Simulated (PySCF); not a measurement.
BrH₂InO₂, SMILES [OH][In]([OH])[Br].

Geometry optimised at B3LYP-D3(BJ)/def2-SVP. The structure was generated by enumeration; whether it is a known compound was not checked. The def2 effective core potentials stand for the cores of In; spin–orbit coupling is left out. One conformer was computed; it need not be the lowest.

The numbers are results of PySCF with PBE0/def2-TZVP, not measurements.

Symmetry labels are those of the subgroup Cs that the program uses (full group Cs).

Computed valence orbital energies around the gap with their symmetry:
```json
[
 {"orbital": "HOMO−7", "symmetry": "A'", "energy (eV)": "-13.07"},
 {"orbital": "HOMO−6", "symmetry": "A'", "energy (eV)": "-11.23"},
 {"orbital": "HOMO−5", "symmetry": "A'", "energy (eV)": "-9.67"},
 {"orbital": "HOMO−4", "symmetry": "A\"", "energy (eV)": "-9.40"},
 {"orbital": "HOMO−3", "symmetry": "A'", "energy (eV)": "-9.39"},
 {"orbital": "HOMO−2", "symmetry": "A\"", "energy (eV)": "-8.90"},
 {"orbital": "HOMO−1", "symmetry": "A\"", "energy (eV)": "-8.67"},
 {"orbital": "HOMO", "symmetry": "A'", "energy (eV)": "-8.56"},
 {"orbital": "LUMO", "symmetry": "A'", "energy (eV)": "-2.51"},
 {"orbital": "LUMO+1", "symmetry": "A\"", "energy (eV)": "-1.08"},
 {"orbital": "LUMO+2", "symmetry": "A'", "energy (eV)": "0.28"},
 {"orbital": "LUMO+3", "symmetry": "A'", "energy (eV)": "0.62"}
]
```
